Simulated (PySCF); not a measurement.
**From orbital energies to excitation energies**

C7H4FNO.
Cartesian coordinates in Å at the PBE0-D3(BJ)/def2-SVP level; atoms count from 1:
```
atom  x, y, z in Å
O1     4.2033    0.1260   -0.5854
C2     3.0965    0.3978   -0.3429
N3     1.9980    0.8118   -0.0618
C4     0.6857    0.3952    0.0122
C5    -0.3282    1.2830    0.3847
C6    -1.6504    0.8537    0.4557
C7    -1.9768   -0.4684    0.1562
C8    -0.9780   -1.3669   -0.2171
C9     0.3343   -0.9299   -0.2846
F10    1.3034   -1.7718   -0.6404
H11   -0.0520    2.3132    0.6152
H12   -2.4314    1.5587    0.7471
H13   -3.0134   -0.8064    0.2121
H14   -1.1968   -2.4087   -0.4584
```

Theory: PySCF 2.14.0, density-fitted response routines, TDDFT PBE0/def2-SVPD, vertical, gas phase, core orbitals frozen in the response.

Orbital energies (eV): HOMO-3 -9.77, HOMO-2 -9.14, HOMO-1 -7.77, HOMO -7.12, LUMO -1.04, LUMO+1 -0.66, LUMO+2 0.16.

Computed singlets:

```csv
state,E (eV),f
S1,5.11,0.028
S2,5.58,0.254
S3,5.79,0.0007
S4,6.49,0.307
S5,6.56,0.0016
S6,6.61,0.0004
```

Q: Which orbital pair leads each of S2, S3 and S6, and how does its energy difference Δε compare with the excitation energy?

A: 

```tsv
state	leading configuration	weight	Δε (eV)	E (eV)	E − Δε (eV)	f	other configurations
S2	HOMO→LUMO	0.62	6.07	5.58	-0.49	0.254	H→L+1 (21%), H-1→L (10%)
S3	HOMO→LUMO+2	0.88	7.27	5.79	-1.48	0.0007	–
S6	HOMO-2→LUMO	0.93	8.10	6.61	-1.49	0.0004	–
```

E − Δε runs from -1.49 to -0.49 eV. Among themselves, these states come in the order of their orbital differences.

H and L stand for HOMO and LUMO. The other states: S1 5.11 eV, f 0.028, H→L+1 (40%), H-1→L (28%), H→L (26%); S4 6.49 eV, f 0.307, H-1→L (58%), H→L+1 (36%); S5 6.56 eV, f 0.0016, H→L+3 (87%).

Summed over the main configurations (up to three a state, each over 8%) of all 6 singlets, the electron leaves HOMO with weight 3.60, HOMO-1 with weight 0.95 and HOMO-2 with weight 0.93.

One conformer stands for the species.
